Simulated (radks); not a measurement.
Spherical quantum dot in the effective-mass picture: electrons in a parabolic well V = omega^2 r^2 / 2 with omega = 3.68, with a point charge +1 (a donor) at the centre, all in effective atomic units (hartree* = m*/eps^2 hartree, bohr* = eps/m* bohr), one dielectric constant everywhere. Method: non-relativistic Kohn-Sham, exchange-only LDA, spin-polarised, spherical densities; computed with a radial shooting solver with Libxc functionals. Levels are named by radial order and angular momentum (1s, 1p, 1d, 2s, ...), and open shells are averaged over m. Results are scaled to m* = 0.083 and eps = 14.6, for which hartree* = 10.6 meV and bohr* = 9.308 nm.

N = 3, configuration 1s2 1p(up 1, down 0). This is the lowest configuration that the search found. Occupied and some empty levels:

level,occupation,eigenvalue (meV),<r> (nm)
1s up,1,70.680,5.216
1s down,1,72.370,5.184
1p up,1,112.76,7.327
1p down,0,114.88,7.325
2s up,0,146.65,8.105
2s down,0,148.25,8.135
1d up,0,151.41,8.833
1d down,0,153.51,8.854
1f up,0,189.76,10.09
1f down,0,191.68,10.12

Energy (meV): total 195.694, kinetic 112.94, external 37.677, Hartree 67.639, exchange-correlation -22.559.
